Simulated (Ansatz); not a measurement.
The molecule GeO, closed-shell singlet (the spin of the measured ground state). No spin–orbit coupling. Ge is treated without relativity.

D_e counts from the fitted minimum to each atom's lowest state at the same level, without counterpoise. The singlet is restricted.

Correlated levels freeze the inner cores; with def2 sets outer-core shells near the valence are correlated too. CBS: X⁻³ extrapolation of the correlation energy, Hartree–Fock from the larger set.

Run with Ansatz (Gaussian basis) for Hartree–Fock, density functionals and correlated methods. Values without a source in brackets are computed.

```csv
level,bond energy D_e (kcal/mol)
PBE/def2-TZVPP,169.03
B97M-V/def2-TZVPP,159.18
PBE0/def2-TZVPP,152.15
BHLYP/def2-TZVPP,…
CAM-B3LYP/def2-TZVPP,156.24
wB97X-V/def2-TZVPP,158.36
wB97M-V/def2-TZVPP,156.68
CCSD(T)/def2-TZVPP,154.78
"CCSD(T)/CBS(def2-TZVPP, def2-QZVPP)",…
```

Question: Fill in the missing entries.

Answer: 
- BHLYP/def2-TZVPP, bond energy D_e (kcal/mol): 137.05
- CCSD(T)/CBS(def2-TZVPP, def2-QZVPP), bond energy D_e (kcal/mol): 163.01

Ansatz is a quantum-chemistry and plane-wave program.
